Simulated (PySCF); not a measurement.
PySCF input file for ReO3F, SMILES [Re](=[O])(=[O])(=[O])[F], multiplicity 1, PBE-D3(BJ)/def2-SVP. Coordinates come from a PBE-D3(BJ)/def2-SVP optimisation. The spin state was assumed, not searched. The def2 effective core potentials stand for the cores of Re; spin–orbit coupling is left out.

```python
import numpy as np
from pyscf import gto, scf, dft, df
from pyscf.hessian import thermo

mol = gto.M(
    atom='''
    Re   -0.00000000   -0.00000000    0.01885810
    O     1.38516755    0.79972686    0.63371992
    O    -0.00000000   -1.59945373    0.63371988
    O    -1.38516756    0.79972686    0.63371990
    F     0.00000001    0.00000002   -1.84707053
    ''',
    basis='def2-SVP',
    ecp={'Re': 'def2-svp'},
    charge=0,
    spin=0,
    max_memory=1600,
    verbose=3,
)
mf = dft.RKS(mol, xc='pbe').density_fit(auxbasis='def2-universal-jkfit')
mf.disp = 'd3bj'
mf.grids.level = 3
mf.conv_tol = 1e-11
mf.max_cycle = 100
mf.kernel()

# [left out here: the lines that compute and print the analytic Hessian (its translational invariance restored by hand, since the grid's response is missing), thermochemistry and intensities]
```

Output:

```
converged SCF energy = -403.45856942625

WARN: DFTD3 does not support analytical Hessian, using finite difference


WARN: Mole.unit (angstrom) is changed to Bohr

Mode                                 0                   1                   2
Irrep
Freq [cm^-1]                      218.6798            218.6821            306.4734
Reduced mass [au]                  19.1976             19.1975             18.1542
Force const [Dyne/A]                0.5409              0.5409              1.0046
Char temp [K]                     314.6315            314.6349            440.9471
Normal mode                   x     y     z       x     y     z       x     y     z
       0  Re                 0.02 -0.01 -0.00    0.01  0.02  0.00    0.00 -0.00  0.03
       1   O                -0.02  0.01  0.08   -0.00 -0.03  0.10    0.05  0.03 -0.12
       2   O                -0.03  0.01  0.04   -0.01 -0.02 -0.12   -0.00 -0.06 -0.12
       3   O                -0.02  0.01 -0.12   -0.01 -0.03  0.02   -0.05  0.03 -0.12
       4   F                -0.15  0.05 -0.00   -0.05 -0.15  0.00    0.00  0.00  0.05
Mode                                 3                   4                   5
Irrep
Freq [cm^-1]                      341.6586            341.6606            697.3842
Reduced mass [au]                  16.8500             16.8501             20.9916
Force const [Dyne/A]                1.1589              1.1589              6.0151
Char temp [K]                     491.5707            491.5735           1003.3807
Normal mode                   x     y     z       x     y     z       x     y     z
       0  Re                 0.02 -0.01 -0.00    0.01  0.02  0.00    0.00 -0.00 -0.02
       1   O                -0.05  0.15 -0.03    0.08 -0.07 -0.05   -0.01 -0.01  0.01
       2   O                -0.16 -0.02 -0.03   -0.08  0.04  0.05   -0.00  0.01  0.01
       3   O                 0.04 -0.03  0.06   -0.09 -0.16 -0.00    0.01 -0.01  0.01
       4   F                 0.00 -0.00 -0.00    0.00  0.00  0.00   -0.00  0.00  0.22
Mode                                 6                   7                   8
Irrep
Freq [cm^-1]                      979.5338            979.5386           1007.5784
Reduced mass [au]                  17.7801             17.7800             16.5165
Force const [Dyne/A]               10.0513             10.0514              9.8793
Char temp [K]                    1409.3311           1409.3380           1449.6809
Normal mode                   x     y     z       x     y     z       x     y     z
       0  Re                -0.01  0.02 -0.00   -0.02 -0.01 -0.00   -0.00  0.00  0.01
       1   O                 0.02  0.00  0.01    0.15  0.09  0.07   -0.11 -0.07 -0.05
       2   O                 0.00 -0.15  0.06    0.01  0.10 -0.04   -0.00  0.13 -0.05
       3   O                 0.14 -0.08 -0.06    0.07 -0.03 -0.03    0.11 -0.07 -0.05
       4   F                 0.00 -0.00 -0.00    0.00  0.00  0.00    0.00 -0.00  0.00
temperature 298.1500 [K]
pressure 101325.00 [Pa]
Rotational constants [GHz] 4.11585 3.47227 3.47227
Symmetry number 3
Zero-point energy (ZPE) 0.01160 [Eh]   30452.077 [J/mol]
                           tot       elec      trans        rot        vib
Entropy [J/mol/K]       313.428      0.000    177.767    100.796     34.866
Cv [J/mol/K]             68.769      0.000     12.472     12.472     43.826
Cp [J/mol/K]             77.084      0.000     20.786     12.472     43.826
Internal energy [J/mol]                      3718.434   3718.434  36875.689
Internal energy [Eh]   -403.44169  -403.45857
Enthalpy [J/mol]                             6197.391   3718.434  36875.689
Enthalpy [Eh]          -403.44075
Gibbs free energy [J/mol]                  -46803.695 -26333.909  26480.443
Gibbs free energy [Eh] -403.47634
mode   freq/cm-1   IR/(km/mol)
   1      218.68         6.129
   2      218.68         6.129
   3      306.47         9.471
   4      341.66         1.937
   5      341.66         1.937
   6      697.38        73.678
   7      979.53       123.131
   8      979.54       123.122
   9     1007.58        14.240
max |gradient| / (hartree/bohr): 9.535362116376906e-05
APT charges: [ 2.0565 -0.5282 -0.5283 -0.5282 -0.4718]
```

The calculation finished and met its thresholds.

Cost: about 40 core-seconds (a rough figure).
